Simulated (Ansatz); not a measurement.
`O[SiH](F)CF` and `O[SiH](F)[SeH]` differ in one atom or group.

Ansatz, PBE0-D4/def2-TZVP geometries, multiplicity 1. Each molecule was computed in one conformer, which needn't be the lowest.

Scalar relativity is left out up to krypton. Spin–orbit coupling is left out; it splits and shifts lone-pair levels of the heavy atoms by tenths of an eV.

```tsv
property	`O[SiH](F)CF`
size of the dipole moment (B3LYP/def2-TZVPP) / D	1.63
LUMO energy (PBE/def2-TZVPP) / eV	-0.85
LUMO energy (ωB97M-V/def2-TZVPP) / eV	1.86
HOMO energy (ωB97M-V/def2-TZVPP) / eV	-11.12
HOMO–LUMO gap (PBE/def2-TZVPP) / eV	6.39
HOMO energy (B3LYP/def2-TZVPP) / eV	-8.61
```

Question: Give the same properties after the change, and the shifts. (An estimate is asked.)

Answer: Ansatz gave: 
```tsv
property	`O[SiH](F)[SeH]`	shift
size of the dipole moment (B3LYP/def2-TZVPP) / D	1.60	-0.03
LUMO energy (PBE/def2-TZVPP) / eV	-0.98	-0.13
LUMO energy (ωB97M-V/def2-TZVPP) / eV	1.78	-0.08
HOMO energy (ωB97M-V/def2-TZVPP) / eV	-9.64	1.48
HOMO–LUMO gap (PBE/def2-TZVPP) / eV	5.31	-1.08
HOMO energy (B3LYP/def2-TZVPP) / eV	-7.22	1.39
```

With PBE0 the HOMO rises by 1.34 eV and the LUMO falls by 0.21 eV, so the gap narrows by about 1.55 eV. PBE moves the HOMO by 0.95 eV and ωB97M-V by 1.48 eV. The zero-point energy changes by -56.3 kJ/mol with -6 modes. Dipoles are sizes alone; their direction can turn.

Positive LUMOs are unbound, so they and the gaps depend on the basis.

B3LYP here is the variant with VWN-RPA as its local correlation; programs differ in this.
